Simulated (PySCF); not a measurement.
Electronic structure of Ag⁺ (silver, charge +1) at the UHF level

Configuration: [Kr] 4d9 5p1, one real determinant (an excited configuration). Computed with PySCF 2.14 in x2c-TZVPPall (8s6p6d2f1g, 79 functions), with the spin-free X2C one-electron Hamiltonian (Gaussian nucleus).

- Total energy: -5312.237711 hartree
- One-electron energy: -7305.1859 hartree
- Hartree (Coulomb) energy: 2140.7711 hartree
- Exchange energy: -147.8230 hartree
- ⟨S²⟩: 2.0020
- ⟨L²⟩: 8.032
- Sum of ⟨r⟩: 30.70 bohr
- Sum of ⟨r²⟩: 45.89 bohr²
- Traceless quadrupole moment −½Σ⟨3z² − r²⟩ along its main axis: -5.85 e·bohr²
- Langevin diamagnetic susceptibility: -36.3 ×10⁻⁶ cm³/mol

```tsv
shell	electrons	mean orbital energy (hartree)	spread (hartree)	rms radius, mean of both spins (bohr)
1s α	1	-942.96304	0	0.0357
1s β	1	-942.96215	0	0.0357
2s α	1	-142.46610	0	0.146
2s β	1	-142.45285	0	0.146
2p α	3	-127.65255	0.01477	0.130
2p β	3	-127.63890	0.00271	0.130
3s α	1	-27.92133	0	0.392
3s β	1	-27.91368	0	0.392
3p α	3	-22.92634	0.02734	0.394
3p β	3	-22.91680	0.01537	0.394
3d α	5	-15.03648	0.02980	0.376
3d β	5	-15.01811	0.04553	0.376
4s α	1	-4.84475	0	0.976
4s β	1	-4.76971	0	0.976
4p α	3	-3.31744	0.06239	1.07
4p β	3	-3.22397	0.06026	1.07
4d α	5	-1.05287	0.06698	1.43
4d β	4	-1.01108	0.03162	1.43
5p α	1	-0.38627	0	3.98
```

⟨L²⟩ = 8.03 against 12 for a pure F term, so this real determinant mixes terms.

Densities and radii are taken from the X2C orbitals without a picture-change correction, which distorts them close to the nucleus.

Spin-orbit constants ζ (cm⁻¹) from the X2C one-electron operator on these orbitals: bare nucleus, nucleus screened by l(l+1)(2l+1)/3 electrons, and screened by the Breit-Pauli mean field of the electrons.

```csv
shell,bare,screened nucleus,mean field
2p,944000,903900,886100
3p,168800,161700,158000
3d,24880,19590,18750
4p,26120,25010,24370
4d,2408,1896,1766
5p,1364,1306,1268
```

To first order the Landé constant is A = -377.4 cm⁻¹, so the lowest level has J = 4 and lies 0.140 eV below the centre of the term. This holds in LS coupling only.
